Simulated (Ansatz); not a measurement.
Geometry optimisation, UKS PBE0-D4/def2-SVP (Ansatz).

Input file:

```yaml
crystal:
  periodic: [false, false, false]
  atoms:
    - { symbol: Sn, position_ang: [-0.150054, 0.07504, 0.123192] }
    - { symbol: H, position_ang: [0.193642, 0.30401, 1.800409] }
    - { symbol: Cl, position_ang: [1.808591, -0.255996, -1.13524] }
    - { symbol: O, position_ang: [-1.136082, 1.631369, -0.555371] }
    - { symbol: H, position_ang: [-1.455784, 1.492445, -1.45576] }
    - { symbol: O, position_ang: [-1.278301, -1.495378, -0.282719] }
    - { symbol: H, position_ang: [-0.751255, -2.27094, -0.522608] }
    - { symbol: O, position_ang: [0.06384, -0.162519, 3.956141] }
    - { symbol: H, position_ang: [-0.641598, -0.815532, 4.135755] }
magnetization:
  spin_polarized: true
  initial_magnetization: 1
basis:
  gaussian: { orbitals: def2-SVP }
hamiltonian:
  xc: pbe0
  dispersion: d4
relax:
  f_tol: 0.03
  max_steps: 50
```

Command:

```bash
$ ansatz run input.yaml --threads 4 --pin off --max-ram 5120MiB --backend cpu --events-out ev --progress --plain --runs-dir out
```

Problem. Where does it end, and by what steps?

Solution. The run converged. After 39 steps the energy has fallen by 2.895 eV; H9 moved furthest, 1.68 Å. Parted: Sn1–H2 (1.73 → 2.63 Å). Joined: Sn1–O8 (3.85 → 2.42 Å), H2–O8 (2.21 → 0.97 Å).

| step | energy less start (eV) | largest force component (eV/Å) | accepted |
| --- | --- | --- | --- |
| 0 | 0.0000 | 0.382 | yes |
| 2 | -0.0285 | 0.478 | yes |
| 4 | -0.0627 | 1.445 | yes |
| 6 | -0.1797 | 0.953 | yes |
| 8 | -0.5193 | 2.502 | yes |
| 10 | -1.5499 | 2.194 | yes |
| 12 | -2.0632 | 0.686 | yes |
| 14 | -2.2922 | 0.388 | yes |
| 16 | -2.3853 | 0.390 | yes |
| 18 | -2.4734 | 0.880 | yes |
| 20 | -2.5909 | 1.137 | yes |
| 22 | -2.6795 | 1.055 | yes |
| 24 | -2.7128 | 0.311 | yes |
| 26 | -2.7446 | 0.255 | yes |
| 28 | -2.7582 | 0.308 | yes |
| 30 | -2.8128 | 0.348 | yes |
| 32 | -2.8324 | 0.297 | yes |
| 34 | -2.8742 | 0.286 | yes |
| 36 | -2.8930 | 0.080 | yes |
| 38 | -2.8948 | 0.038 | yes |
| 39 | -2.8948 | 0.013 | yes |

```xyz
9
Properties=species:S:1:pos:R:3
Sn 0.518 -0.111 0.278
H -0.899 0.704 2.333
Cl 0.851 -0.284 -2.111
O -0.827 1.376 0.394
H -0.947 1.832 -0.448
O -0.514 -1.790 0.669
H -0.526 -2.400 -0.079
O -0.258 0.007 2.565
H -0.746 -0.830 2.463
```

Whether the end is a true minimum wasn't checked by a vibrational analysis.

Run time: 4 min on 4 threads of Arm Neoverse N1, on a shared host, peak memory 0.43 GiB.
